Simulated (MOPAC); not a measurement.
Input for MOPAC: PM3 on SiN+, 2S+1 = 3, a spin state set in the input, which need not be the lowest, a point of a bond scan (R = 1.892 Å). Charge +1.

```
PM3 1SCF PRECISE CHARGE=1 UHF MS=1 THREADS=1
NSi

N      0.00000000 1     0.00000000 1     0.00000000 1
Si     0.00000000 1     0.00000000 1     1.89234200 1
```

Output:

```
*******************************************************************************
 **                                                                           **
 **                              MOPAC v23.2.5                                **
 **                                                                           **
 *******************************************************************************
 ** MOPAC's Digital Object Identifier: https://doi.org/10.5281/zenodo.6511958 **
 **                                                                           **
 ** Please cite the open-source release paper for use of this MOPAC version:  **
 ** J. E. Moussa and J. J. P. Stewart (2026)                                  **
 ** MOPAC: An open-source semiempirical molecular orbital program             **
 ** J. Open Source Softw., 11(119), 8025, https://doi.org/10.21105/joss.08025 **
 *******************************************************************************

                              PM3 CALCULATION RESULTS

 *******************************************************************************
 *  PM3        - The PM3 Hamiltonian to be used
 *  UHF        - UNRESTRICTED HARTREE-FOCK CALCULATION
 *
 *
 *
 *                 CHARGE ON SYSTEM = +1
 *
 *
 *
 *  MS=        - IN MECI, MAGNETIC COMPONENT OF SPIN =  1.0
 *  PRECISE    - TIGHTER CRITERIA TO BE USED
 *  1SCF       - DO 1 SCF AND THEN STOP
 *  THREADS=1  - MULTI-THREADING NOT USED
 *  T=         - A TIME OF 172800.0 SECONDS REQUESTED
 *  DUMP=N     - RESTART FILE WRITTEN EVERY 7200.0 SECONDS REQUESTED
 *******************************************************************************
PM3 1SCF PRECISE CHARGE=1 UHF MS=1 THREADS=1
 NSi

   ATOM   CHEMICAL          X               Y               Z
  NUMBER   SYMBOL      (ANGSTROMS)     (ANGSTROMS)     (ANGSTROMS)

     1       N          0.00000000  *   0.00000000  *   0.00000000  *
     2      Si          0.00000000  *   0.00000000  *   1.89234200  *



          CARTESIAN COORDINATES

    NO.       ATOM           X           Y           Z

     1         N          0.0000      0.0000      0.0000
     2        Si          0.0000      0.0000      1.8923

  N: (PM3): J. J. P. STEWART, J. COMP. CHEM. 10, 209 (1989).
 Si: (PM3): J. J. P. STEWART, J. COMP. CHEM. 10, 209 (1989).

           Empirical Formula: N Si  =     2 atoms



      MOLECULAR POINT GROUP   :   C*v


          UHF CALCULATION, NO. OF ALPHA ELECTRONS =    5
                           NO. OF BETA  ELECTRONS =    3

 -------------------------------------------------------------------------------
 PM3 1SCF PRECISE CHARGE=1 UHF MS=1 THREADS=1
 NSi



     1SCF WAS SPECIFIED, SO BFGS WAS NOT USED
     SCF FIELD WAS ACHIEVED


                              PM3 CALCULATION
                                                       MOPAC v23.2.5 Linux




          FINAL HEAT OF FORMATION =        321.05021 KCAL/MOL =    1343.27406 KJ/MOL


          COSMO AREA              =         86.64 SQUARE ANGSTROMS
          COSMO VOLUME            =         73.29 CUBIC ANGSTROMS

          IONIZATION POTENTIAL    =         14.271378 EV
          ALPHA SOMO LUMO (EV)    =        -14.994 -6.906
          BETA  SOMO LUMO (EV)    =        -14.271 -7.620
          NO. OF ALPHA ELECTRONS  =          5
          NO. OF BETA  ELECTRONS  =          3
          MOLECULAR WEIGHT        =         42.0922         POINT GROUP:  C*v

          MOLECULAR DIMENSIONS (Angstroms)

            Atom       Atom       Distance
           Si     2    N     1     1.89234
           Si     2    N     1     0.00000
            N     1   Si     2     0.00000


          SCF CALCULATIONS        =          1





   ATOM   CHEMICAL          X               Y               Z
  NUMBER   SYMBOL      (ANGSTROMS)     (ANGSTROMS)     (ANGSTROMS)

     1       N          0.00000000  *   0.00000000  *   0.00000000  *
     2      Si          0.00000000  *   0.00000000  *   1.89234200  *

                             CARTESIAN COORDINATES

   1    N        0.000000000     0.000000000     0.000000000
   2   Si        0.000000000     0.000000000     1.892342000


           Empirical Formula: N Si  =     2 atoms



      MOLECULAR POINT GROUP   :   C*v


          ALPHA EIGENVALUES
 -26.30630 -17.84341 -16.46706 -15.64908 -14.99354  -6.90629  -6.50680  -4.18177


           BETA EIGENVALUES
 -24.28914 -15.72538 -14.27138  -7.62034  -7.30068  -6.28887  -3.85827  -2.42632


              NET ATOMIC CHARGES AND DIPOLE CONTRIBUTIONS

  ATOM NO.   TYPE          CHARGE      No. of ELECS.   s-Pop       p-Pop
    1          N          -0.252472        5.2525     1.78252     3.46995
    2         Si           1.252472        2.7475     1.89401     0.85352
 DIPOLE           X         Y         Z       TOTAL
 POINT-CHG.     0.000     0.000     5.319     5.319
 HYBRID        -0.000     0.000    -1.563     1.563
 SUM           -0.000     0.000     3.756     3.756


          ATOMIC ORBITAL ELECTRON POPULATIONS

     Atom    s        px        py        pz
    1  N   1.78252   1.69668   0.91762   0.85566
    2 Si   1.89401   0.30332   0.08238   0.46781


                    (SZ)    =    1.000000
                    (S**2)  =    2.032436


          ATOMIC ORBITAL SPIN POPULATIONS

    Atom   Total    s     px     py     pz
         Atomic
    1  N  1.8379  0.080  0.102  0.918  0.738
    2 Si  0.1621 -0.012 -0.102  0.082  0.193

 **********************
 *                    *
 * JOB ENDED NORMALLY *
 *                    *
 **********************




 == MOPAC DONE ==
```

The run finished.

Cost: roughly 0.020 core-seconds.
